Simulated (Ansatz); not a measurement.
A nudged elastic band was laid between two geometries of Ge2H6 + H2 (10 atoms, charge 0, multiplicity 1).

Computed with RKS PBE0-D4/def2-SVP in Ansatz.

```json
{
 "movable images": "7",
 "climbing image": "yes",
 "spring": "5.0 eV/Å²",
 "optimiser": "quadratic models (default)",
 "start path": "through a guess of the saddle point",
 "force threshold": "0.05 eV/Å",
 "iteration limit": "60",
 "end points": "relaxed"
}
```

Initial state:

```xyz
10
Properties=species:S:1:pos:R:3
Ge 0.364 -0.009 0.206
Ge 0.372 -0.014 2.628
H -1.050 -0.240 3.173
H 1.283 -1.135 3.159
H 0.892 1.333 3.163
H 1.805 0.121 -0.321
H -0.465 1.170 -0.335
H -0.238 -1.321 -0.330
H -3.154 0.177 0.539
H -3.113 -0.081 1.254
```

Final state:

```xyz
10
Properties=species:S:1:pos:R:3
Ge -0.275 0.049 -0.857
Ge -0.386 -0.049 3.484
H -0.653 -0.128 4.996
H 0.492 -1.236 3.055
H 0.337 1.269 3.159
H 0.809 0.141 0.229
H -0.176 1.271 -1.784
H -0.071 -1.235 -1.676
H -1.660 0.019 -0.195
H -1.721 -0.100 2.726
```

Which bonds break or form, and what moves?

Bonds broken: Ge1–Ge2, H9–H10. Bonds formed: Ge1–H9, Ge2–H10. Ge2H6 + H2 becomes GeH4 + GeH4.

What energy profile does the band end with?

It converged. The highest image is number 3 of 0 to 8, 3.33 eV above the first end and 3.28 eV above the last; the last end lies 0.05 eV above the first. A structure lower than the last end lies on the path between it and the top, so the climb from that side starts below the end, which may itself be a saddle point or a shallow side well. Neighbouring images differ by up to 3.2 eV, so the band resolves the path poorly. A vibrational analysis at the climbing image gives one clearly imaginary mode, 1809i cm⁻¹: a first-order saddle point. The orbitals stay closed-shell, which can raise the energy where a bond breaks towards radicals; this wasn't checked here.

```csv
image,path coordinate (Å),energy (eV),Ge1–Ge2 (Å),H9–H10 (Å),Ge1–H9 (Å)
0,0.00,0.00,2.42,0.76,3.54
1,1.74,0.00,2.42,0.76,3.63
2,3.48,0.14,2.44,0.76,2.87
3,5.22,3.33,2.88,1.10,1.99
4,6.63,0.30,3.60,1.91,1.53
5,8.03,0.04,4.17,2.96,1.54
6,9.44,0.04,4.28,3.08,1.54
7,10.84,0.04,4.20,3.09,1.54
8,12.25,0.05,4.34,2.92,1.54
```

What is the geometry of the highest image?


```xyz
10
Properties=species:S:1:pos:R:3
Ge -0.089 0.133 -0.183
Ge -0.362 0.023 2.684
H -1.343 0.543 3.768
H 0.453 -1.232 3.008
H 0.597 1.241 2.426
H 1.451 -0.022 -0.162
H -0.389 1.621 -0.486
H -0.640 -0.714 -1.360
H -1.214 -0.579 1.301
H -1.769 -1.014 2.139
```

Time of the run: 18 min on 2 threads of Arm Neoverse V1, with other jobs on the host, peak memory 0.27 GiB.
